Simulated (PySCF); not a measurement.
Ligands exchanged one at a time, Si C2H5-I. All species are isolated molecules in the gas phase. One relaxed conformer stands for each flexible species; it need not be the lowest. Strings in code marks are SMILES.

The S1 excitation (TDA) from two functionals at the same geometries (B3LYP-D3(BJ)/def2-SVP), both in PySCF: PBE-D3(BJ)/def2-TZVP and B3LYP-D3(BJ)/def2-TZVP. B3LYP has the VWN-RPA correlation part, as in Gaussian. Excitations are Tamm–Dancoff values on a coarser integration grid. The basis has no diffuse functions, so Rydberg states are missing or too high.

```csv
species,PBE-D3(BJ)/def2-TZVP (eV)
0 of 4 C2H5 replaced by I,6.55
1 of 4 C2H5 replaced by I (`CC[Si](I)(CC)CC`),5.49
"2 of 4 C2H5 replaced by I (`C([Si](I)(I)CC)C` (C–C–Si–I torsion -59°, I–Si–C–C torsion 59°))",4.75
3 of 4 C2H5 replaced by I (`CC[Si](I)(I)I` (C–C–Si–I torsion 180°)),3.77
4 of 4 C2H5 replaced by I (`I[Si](I)(I)I`),3.15
```

Q: What does B3LYP-D3(BJ)/def2-TZVP give for each?

A: 
- 0 of 4 C2H5 replaced by I: 7.22
- 1 of 4 C2H5 replaced by I (`CC[Si](I)(CC)CC`): 5.80
- 2 of 4 C2H5 replaced by I (`C([Si](I)(I)CC)C` (C–C–Si–I torsion -59°, I–Si–C–C torsion 59°)): 5.04
- 3 of 4 C2H5 replaced by I (`CC[Si](I)(I)I` (C–C–Si–I torsion 180°)): 4.13
- 4 of 4 C2H5 replaced by I (`I[Si](I)(I)I`): 3.54
Over these rows, drawn at random from the members with no instability flagged (it was tested for open shells, ions and some series alone), PBE minus B3LYP-D3(BJ): mean -0.40 eV, from -0.67 eV to -0.30 eV.
